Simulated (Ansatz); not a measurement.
`CC[SiH2]CC` and `CC[SiH2]Br` differ in one atom or group.

Ansatz, PBE0-D4/def2-TZVP geometries, multiplicity 1. Each molecule was computed in one conformer, which needn't be the lowest.

Scalar relativity is left out up to krypton. Spin–orbit coupling is left out; it splits and shifts lone-pair levels of the heavy atoms by tenths of an eV.

| property | `CC[SiH2]CC` |
| --- | --- |
| size of the dipole moment (B3LYP/def2-TZVPP) / D | 0.80 |
| LUMO energy (ωB97M-V/def2-TZVPP) / eV | 2.37 |
| HOMO energy (PBE/def2-TZVPP) / eV | -6.79 |
| HOMO energy (ωB97M-V/def2-TZVPP) / eV | -10.29 |
| HOMO–LUMO gap (ωB97M-V/def2-TZVPP) / eV | 12.66 |
| LUMO energy (PBE0/def2-TZVPP) / eV | 0.88 |

Problem. Give the same properties after the change, and the shifts. (Estimate.)

Solution. The calculation gave: 
| property | `CC[SiH2]Br` | shift |
| --- | --- | --- |
| size of the dipole moment (B3LYP/def2-TZVPP) / D | 2.09 | 1.29 |
| LUMO energy (ωB97M-V/def2-TZVPP) / eV | 1.81 | -0.56 |
| HOMO energy (PBE/def2-TZVPP) / eV | -6.88 | -0.09 |
| HOMO energy (ωB97M-V/def2-TZVPP) / eV | -10.34 | -0.05 |
| HOMO–LUMO gap (ωB97M-V/def2-TZVPP) / eV | 12.15 | -0.51 |
| LUMO energy (PBE0/def2-TZVPP) / eV | 0.05 | -0.83 |

With PBE0 the HOMO falls by 0.09 eV and the LUMO falls by 0.83 eV, so the gap narrows by about 0.74 eV. PBE moves the HOMO by -0.09 eV and ωB97M-V by -0.05 eV. Dipoles are sizes alone; their direction can turn.

Positive LUMOs are unbound, so they and the gaps depend on the basis.

B3LYP here is the variant with VWN-RPA as its local correlation; programs differ in this.
